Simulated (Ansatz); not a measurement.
Relaxation of CH9NO2Si2 (15 atoms, charge 0, multiplicity 1), to a largest force component of 0.02 eV/Å in at most 50 steps.

All numbers below come from RKS PBE/6-31G* in Ansatz 0.2.0.

```xyz
15
Properties=species:S:1:pos:R:3
C -0.557 -1.858 1.611
Si 0.698 -1.516 0.329
O 0.368 -0.207 -0.659
Si 0.369 1.431 -0.525
N -0.082 1.951 -2.087
O -1.016 1.898 0.349
H -0.346 -2.692 2.208
H -1.542 -1.961 1.125
H -0.698 -0.943 2.321
H 0.832 -2.712 -0.510
H 2.003 -1.315 1.016
H 1.556 2.065 -0.043
H -0.848 1.359 -2.448
H 0.702 1.805 -2.642
H -1.462 2.645 -0.015
```

Where does it end, and by what steps?

The run converged. The force dipped under the threshold on the way, but the program's further checks kept it going. After 23 steps the energy has fallen by 0.746 eV; H15 moved furthest, 0.93 Å.

```
step  energy less start (eV)  largest force component (eV/Å)  accepted
   0                  0.0000                           3.340       yes
   1                 -0.6067                           1.344       yes
   2                 -0.6972                           0.359       yes
   3                 -0.7262                           0.383       yes
   4                 -0.6616                           1.212        no
   5                 -0.7371                           0.104       yes
   6                 -0.7384                           0.021       yes
   7                 -0.7390                           0.032       yes
   8                 -0.7396                           0.054       yes
   9                 -0.7401                           0.113       yes
  10                 -0.7410                           0.084       yes
  11                 -0.7420                           0.034       yes
  12                 -0.7429                           0.042       yes
  13                 -0.7410                           0.176        no
  14                 -0.7438                           0.068       yes
  15                 -0.7443                           0.068       yes
  16                 -0.7448                           0.056       yes
  17                 -0.7454                           0.043       yes
  18                 -0.7456                           0.044       yes
  19                 -0.7458                           0.042       yes
  20                 -0.7460                           0.035       yes
  21                 -0.7461                           0.016       yes
  22                 -0.7462                           0.013       yes
  23                 -0.7462                           0.011       yes
```

```xyz
15
Properties=species:S:1:pos:R:3
C -0.826 -1.805 1.396
Si 0.830 -1.489 0.561
O 0.711 -0.323 -0.642
Si 0.468 1.319 -0.693
N -0.360 1.895 -2.100
O -0.450 1.649 0.670
H -0.720 -2.550 2.204
H -1.573 -2.184 0.677
H -1.212 -0.868 1.832
H 1.330 -2.734 -0.113
H 1.847 -1.069 1.588
H 1.794 2.014 -0.711
H -1.245 1.461 -2.369
H 0.207 2.083 -2.929
H -0.823 2.551 0.658
```

Whether the end is a true minimum wasn't checked by a vibrational analysis.

Time of the run: 95 s on 2 threads of AMD EPYC 7R43 64-Core Processor (Zen 3), on a shared host, peak memory 0.19 GiB.
